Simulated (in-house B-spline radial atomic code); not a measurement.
## Binding energies in Bi³⁺

NIST's tabulated ground configuration is [Xe] 4f14 5d10 6s2; each binding energy is the energy of the ion with one electron taken from that subshell, relaxed, less that of the parent. Computed with an all-electron radial atomic-structure program (B-spline basis): Dirac-Hartree-Fock, average of configuration, Fermi nucleus of rms radius 5.5211 fm. Energies include first-order Breit, QED and recoil terms.

| subshell | X-ray name | binding energy (eV) | -ε (eV) | relaxation (eV) |
| --- | --- | --- | --- | --- |
| 1s | K | 90560.3 | 91170.5 | 95.3 |
| 2s | L1 | 16432 | 16556.1 | 56.9 |
| 2p1/2 | L2 | 15749.9 | 15878.4 | 62.0 |
| 2p3/2 | L3 | 13456.9 | 13555.2 | 57.6 |
| 3s | M1 | 4045.1 | 4090.6 | 31.6 |
| 3p3/2 | M3 | 3221.3 | 3259.4 | 30.5 |
| 3d3/2 | M4 | 2727.4 | 2766.2 | 33.8 |
| 3d5/2 | M5 | 2619.2 | 2655.5 | 32.9 |
| 4s | N1 | 984 | 1000.5 | 13.2 |
| 4p1/2 | N2 | 851 | 867.0 | 13.3 |
| 4p3/2 | N3 | 722.3 | 735.6 | 11.9 |
| 4d3/2 | N4 | 506.1 | 518.6 | 11.9 |
| 4d5/2 | N5 | 482.1 | 493.8 | 11.4 |
| 5s | O1 | 205.8 | 209.9 | 3.5 |
| 4f5/2 | N6 | 199.2 | 210.5 | 11.5 |
| 4f7/2 | N7 | 194 | 204.9 | 11.3 |
| 5p1/2 | O2 | 157.8 | 161.5 | 3.2 |
| 5p3/2 | O3 | 133.3 | 136.1 | 2.6 |
| 5d3/2 | O4 | 63.68 | 65.56 | 1.88 |
| 5d5/2 | O5 | 60.68 | 62.35 | 1.72 |
| 6s | P1 | 42.56 | 42.96 | 0.31 |

Relaxation = -ε minus the binding energy without Breit, QED and recoil terms.

Emission lines follow as differences of binding energies, with λ = 12398.42 eV·Å / E:

| line | holes | energy (eV) | wavelength (Å) |
| --- | --- | --- | --- |
| K-L3 | 1s → 2p3/2 | 77103.4 | 0.1608 |
| K-L2 | 1s → 2p1/2 | 74810.4 | 0.16573 |
| K-M3 | 1s → 3p3/2 | 87339.0 | 0.14196 |
| L3-M5 | 2p3/2 → 3d5/2 | 10837.7 | 1.144 |
| L2-M4 | 2p1/2 → 3d3/2 | 13022.5 | 0.95208 |
| L1-M3 | 2s → 3p3/2 | 13210.7 | 0.93851 |
| L3-M1 | 2p3/2 → 3s | 9411.8 | 1.3173 |
| L2-N4 | 2p1/2 → 4d3/2 | 15243.8 | 0.81334 |
| M5-N7 | 3d5/2 → 4f7/2 | 2425.2 | 5.1123 |
| M4-N6 | 3d3/2 → 4f5/2 | 2528.2 | 4.9041 |

What screening constant σ does Moseley's law, E = (3/4)·13.6057 eV·(Z - σ)², need for K-L3?

σ = -3.93.

Moseley's non-relativistic formula needs a falling, then negative, screening constant for heavy elements, because relativity binds the 1s electron more strongly than the formula allows.

What does it cost to remove both a 2p3/2 and a 2p1/2 electron?

29494 eV, which is 287.3 eV more than the two single binding energies together.

What does it cost to remove both a 3d5/2 and a 4d3/2 electron?

3166.8 eV, which is 41.47 eV more than the two single binding energies together.

What does it cost to remove both a 3s and a 3p3/2 electron?

7330.7 eV, which is 64.19 eV more than the two single binding energies together.
